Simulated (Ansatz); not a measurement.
The cluster Bi₃S₃⁺. Total charge 1; singlet. Geometry PBE-D4/def2-SVP.

```tsv
atom	x (Å)	y (Å)	z (Å)
Bi1	0.511	2.065	-0.485
Bi2	1.322	-2.023	0.465
Bi3	-2.015	0.351	-0.758
S4	-1.138	1.460	1.369
S5	-0.972	-2.033	-0.471
S6	2.292	0.181	-0.120
```

In the def2 sets Bi takes a core potential; there is no spin–orbit coupling. The restricted singlet is unstable towards broken spin symmetry in Hartree–Fock (as tested in another run); at PBE-D4/def2-SVP, PBE-D4/def2-TZVP, r2SCAN-D4/def2-TZVP, PBE0-D4/def2-SVP and others this wasn't settled. Another isomer (singlet) lies 0.28 eV lower at PBE0-D4/def2-TZVP; other spin states weren't run for this one.

Task: Estimate the orbital energies around the gap (eV) in Ansatz with PBE-D4/def2-SVP, PBE-D4/def2-TZVP, r2SCAN-D4/def2-TZVP, PBE0-D4/def2-SVP, CAM-B3LYP-D4/def2-TZVP.

Result: 
| orbital | PBE-D4/def2-SVP | PBE-D4/def2-TZVP | r2SCAN-D4/def2-TZVP | PBE0-D4/def2-SVP | CAM-B3LYP-D4/def2-TZVP |
| --- | --- | --- | --- | --- | --- |
| HOMO−9 | -12.98 | -12.82 | -13.17 | -14.14 | -15.12 |
| HOMO−8 | -12.41 | -12.29 | -12.60 | -13.53 | -14.61 |
| HOMO−7 | -12.25 | -12.16 | -12.47 | -13.40 | -14.46 |
| HOMO−6 | -11.60 | -11.54 | -11.85 | -12.74 | -13.89 |
| HOMO−5 | -11.48 | -11.38 | -11.66 | -12.48 | -13.46 |
| HOMO−4 | -11.03 | -10.97 | -11.25 | -12.07 | -13.13 |
| HOMO−3 | -11.02 | -10.96 | -11.24 | -12.01 | -13.03 |
| HOMO−2 | -10.40 | -10.38 | -10.64 | -11.43 | -12.49 |
| HOMO−1 | -10.03 | -10.00 | -10.24 | -11.08 | -12.16 |
| HOMO | -9.84 | -9.78 | -9.99 | -10.62 | -11.49 |
| LUMO | -8.37 | -8.36 | -8.42 | -7.92 | -7.06 |
| LUMO+1 | -6.88 | -6.84 | -6.74 | -6.28 | -5.38 |
| LUMO+2 | -6.72 | -6.69 | -6.59 | -6.12 | -5.18 |
| LUMO+3 | -6.65 | -6.65 | -6.53 | -5.96 | -4.98 |
| LUMO+4 | -6.34 | -6.33 | -6.16 | -5.66 | -4.74 |
| LUMO+5 | -5.94 | -5.96 | -5.75 | -5.18 | -4.23 |
